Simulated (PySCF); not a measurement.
# Structure from NMR data

The spectra below were simulated for a compound C8H7ClSi.

1H NMR (500 MHz, computed): δ 7.91 (d, 1H), 7.40 (d, 1H), 7.26 (m, 1H), 7.12 (m, 1H), 6.39 (m, 1H), 5.03 (m, 2H).

13C{1H} NMR (computed): δ 157.4 (CH), 150.3 (C), 141.4 (C), 138.4 (C), 134.2 (CH), 133.6 (CH), 131.5 (CH), 131.1 (CH).

[PySCF 2.14: PBE0-D3(BJ)/def2-SVP structure; σ from GIAO-PBE/pcSseg-1; non-relativistic Hamiltonian; fast rotation and ring inversion assumed for equivalent nuclei; one conformer; in vacuum]

Referencing at the same level of theory: 1H (σ = 31.20 ppm), 13C (σ = 180.03 ppm) against TMS.

Q: Deduce the structure.

A: 
The formula gives 6 degrees of unsaturation (2 rings in the answer). 8 carbon signals for 8 carbons: no two carbons are equivalent. Carbon types of the structure: 3 × C, 5 × CH, leaving 2 H on heteroatoms. δC 157.4, 131.1: alkene CH; an sp2 carbon of a C=C bond. δC 150.3, 138.4: substituted aromatic carbon. δC 141.4: aromatic carbon bearing chlorine. δC 134.2, 133.6, 131.5: aromatic CH; the aromatic region. δH 7.91, 6.39: hydrogen on an alkene CH; attached to an sp2 carbon and in the plane of the double bond. δH 7.40, 7.26, 7.12: hydrogen on an aromatic CH; ring-current deshielding. δH 5.03: hydrogen on a silicon bonded to 2 C, in a 5-membered ring.

The compound is `ClC1=C2C(=CC=C1)[SiH2]C=C2`.

The shifts were computed for this structure.

Carbons that carry Cl, above all several Cl atoms, come out too deshielded, partly because spin–orbit coupling is missing. Shifts are as computed. Against solution values, carbons near 30 ppm lie about +2 ppm off and those near 130 ppm about +2 ppm. Of 1211 compounds with measured shifts, 218 miss one by over three times the rms of a fit or turn the order of signals round; such compounds aren't used in these exercises. Multiplicities follow the n + 1 count of equivalent neighbours, as no J values were calculated; m marks all less simple cases, F and P coupling included.
